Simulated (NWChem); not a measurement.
CH5Cl2FSi2; SMILES C[Si@H]([Si@H](Cl)F)Cl

```xyz
11

C     -1.9608     1.5452    -0.5805
Si    -0.1380     1.1521    -0.7016
Cl     0.8556     1.9000     0.9637
Si     0.2052    -1.1677    -0.6789
F      1.7864    -1.5035    -0.5405
Cl    -0.7629    -1.9152     0.9848
H     -2.1128     2.6307    -0.4792
H     -2.4015     1.0458     0.2953
H     -2.4914     1.2036    -1.4837
H      0.4765     1.7668    -1.9156
H     -0.2991    -1.9087    -1.8680
```
Atoms are numbered in this order, from 1.

Program: NWChem. All runs use the structure optimised with PBE0/def2-SVP. Hybrids' shares of exact exchange are those that their runs print; pure functionals count as 0. The functionals differ in more than this share.

```csv
row,share of exact exchange,orbital gap (eV)
PBE/def2-TZVP,0.00,5.11
BLYP/def2-TZVP,0.00,5.19
TPSSh/def2-TZVP,0.10,6.27
B3LYP/def2-TZVP,0.20,6.84
Hartree-Fock/def2-TZVP,1.00,withheld
```

Q: Fit a straight line of the last column on the one before it, predict the withheld value, and compare with the run.

A: 
1. Means of the 4 shown rows: x = 0.075, y = 5.853. Slope Σ(x − x̄)(y − ȳ)/Σ(x − x̄)² = 0.2392/0.02750 = 8.700; intercept 5.200.
2. The shown rows scatter about the line by 0.121 (root mean square); the largest residual is +0.20, at TPSSh/def2-TZVP.
3. At x = 1.00 (Hartree-Fock/def2-TZVP; beyond the shown range) the line gives 13.90.
4. The run gives 13.40, -0.50 from the line, 4.1 times the scatter.
